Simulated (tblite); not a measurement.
Species: C4H9F3Si.
Geometry (GFN2-xTB, Å), atoms numbered from 1 in this order:
```
atom  x, y, z in Å
F1     2.5504    1.5572   -0.4214
C2     2.5074    0.2157   -0.4208
F3     2.3820   -0.1601   -1.7032
F4     3.7230   -0.2000   -0.0231
C5     1.4049   -0.3328    0.4583
C6     0.0271    0.1480   -0.0045
C7    -1.0824   -0.4034    0.8826
Si8   -2.8132    0.1773    0.3359
H9     1.4677   -1.4224    0.4212
H10    1.6062   -0.0046    1.4801
H11    0.0075    1.2398    0.0140
H12   -0.1317   -0.1701   -1.0371
H13   -1.0375   -1.4939    0.8732
H14   -0.8984   -0.0976    1.9142
H15   -2.8613    1.6386    0.3976
H16   -3.0547   -0.2786   -1.0336
H17   -3.8040   -0.4011    1.2432
```

All values are computed: GFN2-xTB (tblite) harmonic vibrations without scaling, gas phase. This tight-binding method is rough: wavenumbers can miss measured ones by several per cent, in bad cases by 10 to 20. Modes of hydrogen on silicon can be 10 to 20 % off. One conformer, not necessarily the lowest.

Harmonic wavenumbers (cm⁻¹): 46.8, 68.6, 92.1, 115.9, 129.1, 221.8, 266.9, 332.3, 383.4, 476.2, 499.6, 513.1, 545.9, 590.0, 736.3, 754.6, 779.4, 782.1, 791.1, 810.5, 837.5, 955.3, 1023.3, 1038.3, 1068.1, 1095.8, 1163.7, 1191.7, 1226.1, 1243.9, 1287.6, 1302.5, 1362.2, 1448.2, 1488.3, 1490.4, 2269.8, 2271.0, 2276.3, 2967.3, 2979.7, 2985.3, 2989.3, 2993.9, 2998.3.

A = 4315, B = 589.3, C = 579.7 MHz; mass 142.043 u (most abundant isotopes); point group Cs, symmetry number 1.

Zero-point energy?

½Σν̃ = 26445 cm⁻¹ = 316.35 kJ/mol.

What is S at 350 K and 1 bar for an ideal gas of classical rigid rotors and harmonic oscillators?

Translation 174.00, rotation 126.55, vibration 147.45: S = 448.0 J/(mol K).

And Cp and H(350 K) − H(0)?

Cp = 180.74 J/(mol K), of which vibrations give 147.48 (their classical limit is 45 R = 374.2); H(350 K) − H(0) = 38.11 kJ/mol without the zero-point energy, 26.47 from vibrations.

How do the functions run with temperature in this model?

| T (K) | S (J/(mol K)) | Cp (J/(mol K)) | H − H(0) (kJ/mol) | G − H(0) (kJ/mol) | ln q(vib) |
| --- | --- | --- | --- | --- | --- |
| 150 | 334.3 | 98.8 | 10.12 | -40.03 | 3.34 |
| 250 | 394.3 | 140.1 | 22.04 | -76.53 | 6.02 |
| 298.15 | 420.7 | 160.2 | 29.27 | -96.16 | 7.28 |
| 400 | 473.3 | 199.0 | 47.61 | -141.72 | 9.93 |
| 600 | 565.6 | 255.7 | 93.48 | -245.85 | 14.98 |
| 900 | 680.1 | 307.9 | 178.75 | -433.33 | 21.98 |

q(vib) and H(0) count from the zero-point level.

What must be added to the electronic energy to get the Gibbs energy at 350 K and 1 bar?

ZPE + [H(350 K) − H(0)] − T·S = 316.35 + 38.11 − 156.80 = 197.66 kJ/mol.

Which modes carry the vibrational entropy at 350 K?

46.8 cm⁻¹: 22.03; 68.6 cm⁻¹: 18.87; 92.1 cm⁻¹: 16.44; 115.9 cm⁻¹: 14.56; 129.1 cm⁻¹: 13.68; 221.8 cm⁻¹: 9.36 J/(mol K); the other 39 give 52.51 together.

Blend soft modes into free rotors: weight 1/[1 + (100 cm⁻¹/ν̃)⁴] for the oscillator and the rest for a rotor with moment μB/(μ + B), μ = h/(8π²ν), B = 10⁻⁴⁴ kg m². What vibrational entropy results?

134.17 J/(mol K) in place of 147.45, which changes −T·S at 350 K by +4.65 kJ/mol.

Hindered rotation and anharmonicity are outside this model. Other conformers, if any are populated, would add a mixing term that is left out.

On an Arm Neoverse N1 with one thread, no GPU (shared host), this took 0.89 s. This covers the Hessian and the dipole derivatives.
